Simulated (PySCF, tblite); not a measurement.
C5H6FNO.
Cartesian coordinates in Å at the GFN2-xTB level; atoms count from 1:
```
atom  x, y, z in Å
N1     2.8846   -1.2698   -0.4743
C2     1.9691   -0.6233   -0.6969
C3     0.8046    0.1831   -0.9548
C4    -0.0584    0.3419    0.3040
C5    -1.1781    1.3357    0.0692
O6    -1.2940    2.0144   -0.9089
C7    -0.6342   -1.0048    0.7571
F8    -1.2914   -0.8582    1.9492
H9     1.1228    1.1703   -1.3010
H10    0.2202   -0.2808   -1.7546
H11    0.5475    0.7387    1.1295
H12   -1.8973    1.3822    0.9062
H13    0.1654   -1.7360    0.9173
H14   -1.3615   -1.3938    0.0359
```

Method used: B3LYP/def2-SVPD in PySCF (dipole) on a GFN2-xTB geometry, gas phase.

Masses are those of the commonest isotopes; rigid-rotor values at the optimised geometry. The values belong to one conformer with, in the numbering `[N:1]#[C:2][CH2:3][C@@H:4]([CH:5]=[O:6])[CH2:7][F:8]`, C2–C3–C4–C5 173°, C3–C4–C5–O6 -8°, C3–C4–C7–F8 174°.

Give the principal moments of inertia and the rotational constants in MHz.

Ia = 203.27, Ib = 337.19, Ic = 516.48 u·Å²; 505379 MHz·u·Å²/I gives A = 2486, B = 1499, C = 978.5 MHz.

What kind of rotor is it?

An asymmetric top: κ = (2 × 1499 − 2486 − 978.5)/(2486 − 978.5) = -0.31.

Is it planar, by Δ = Ic − Ia − Ib?

Not planar: Δ = Ic − Ia − Ib = -23.98 u·Å². For a rigid frame Δ = −2 Σ m c², so Σ m c² = 11.99 u·Å² lies off the ab plane: 6.33 from hydrogen and 5.66 from heavier atoms. The atom farthest from that plane is 1.50 Å away.

Give the other two planar moments, Paa and Pbb, and the rms extents of the mass along the axes.

Paa = Σ m a² = (Ib + Ic − Ia)/2 = 325.20 and Pbb = Σ m b² = (Ia + Ic − Ib)/2 = 191.28 u·Å². With the mass M = 115.04 u, the rms extents √(P/M) along a, b and c are 1.68, 1.29, 0.32 Å.

List the rotational levels J(Ka,Kc) to J = 5 (K).

Above 0(0,0), as E/k:
J = 1: 1(0,1) 0.119, 1(1,1) 0.166, 1(1,0) 0.191
J = 2: 2(0,2) 0.349, 2(1,2) 0.379, 2(1,1) 0.454, 2(2,1) 0.596, 2(2,0) 0.604
J = 3: 3(0,3) 0.679, 3(1,3) 0.694, 3(1,2) 0.842, 3(2,2) 0.953, 3(2,1) 0.987, 3(3,1) 1.256, 3(3,0) 1.258
J = 4: 4(0,4) 1.102, 4(1,4) 1.108, 4(1,3) 1.348, 4(2,3) 1.422, 4(2,2) 1.509, 4(3,2) 1.744, 4(3,1) 1.754, 4(4,1) 2.153, 4(4,0) 2.153
J = 5: 5(0,5) 1.616, 5(1,5) 1.619, 5(1,4) 1.958, 5(2,4) 2.000, 5(2,3) 2.165, 5(3,3) 2.352, 5(3,2) 2.388, 5(4,2) 2.764, 5(4,1) 2.766, 5(5,1) 3.288, 5(5,0) 3.288

Which types of transition are allowed, and where do some lines up to J = 5 fall?

The dipole components are |μa| = 1.73 D, |μb| = 0.10 D, |μc| = 0.56 D. Intensities carry the squares of the components, which stand as 1.00 : 0.00 : 0.11 (a : b : c). Some lines, for components of 0.1 D or more:

```json
{"type": "a", "branch": "R", "J(Ka,Kc)": "2(0,2) ← 1(0,1)", "MHz": "4797", "lower level (cm⁻¹)": "0.083"}
{"type": "c", "branch": "Q", "J(Ka,Kc)": "3(3,1) ← 3(2,1)", "MHz": "5613", "lower level (cm⁻¹)": "0.686"}
{"type": "a", "branch": "R", "J(Ka,Kc)": "3(1,3) ← 2(1,2)", "MHz": "6564", "lower level (cm⁻¹)": "0.263"}
{"type": "a", "branch": "R", "J(Ka,Kc)": "3(0,3) ← 2(0,2)", "MHz": "6878", "lower level (cm⁻¹)": "0.243"}
{"type": "a", "branch": "R", "J(Ka,Kc)": "3(2,2) ← 2(2,1)", "MHz": "7432", "lower level (cm⁻¹)": "0.414"}
{"type": "a", "branch": "R", "J(Ka,Kc)": "3(1,2) ← 2(1,1)", "MHz": "8093", "lower level (cm⁻¹)": "0.316"}
{"type": "c", "branch": "Q", "J(Ka,Kc)": "4(4,1) ← 4(3,1)", "MHz": "8320", "lower level (cm⁻¹)": "1.219"}
{"type": "c", "branch": "R", "J(Ka,Kc)": "3(1,2) ← 2(0,2)", "MHz": "10279", "lower level (cm⁻¹)": "0.243"}
{"type": "a", "branch": "R", "J(Ka,Kc)": "4(3,1) ← 3(3,0)", "MHz": "10329", "lower level (cm⁻¹)": "0.874"}
{"type": "a", "branch": "R", "J(Ka,Kc)": "5(1,5) ← 4(1,4)", "MHz": "10636", "lower level (cm⁻¹)": "0.770"}
{"type": "c", "branch": "R", "J(Ka,Kc)": "5(1,4) ← 4(0,4)", "MHz": "17831", "lower level (cm⁻¹)": "0.766"}
{"type": "c", "branch": "R", "J(Ka,Kc)": "4(4,1) ← 3(3,1)", "MHz": "18680", "lower level (cm⁻¹)": "0.873"}
{"type": "c", "branch": "R", "J(Ka,Kc)": "5(3,3) ← 4(2,3)", "MHz": "19376", "lower level (cm⁻¹)": "0.989"}
```

Estimate the classical rotational partition function at 50 K, 100 K and 298.15 K.

Point group C1, symmetry number σ = 1; q = (√π/σ)·√((kT/h)³/(ABC)), k/h = 20836.6 MHz/K: 31200 at 50 K, 88300 at 100 K, 455000 at 298.15 K.

Its GFN2-xTB frequencies are all real (lowest 46 cm⁻¹). Zero-point vibration and centrifugal distortion are left out. Quadrupole hyperfine structure (14N) is left out.

On an Arm Neoverse N1 with one thread (shared host), this took 64 s and 0.84 GiB of memory at its peak. This is the B3LYP/def2-SVPD job that gave the dipole, with the excitations it also computed.
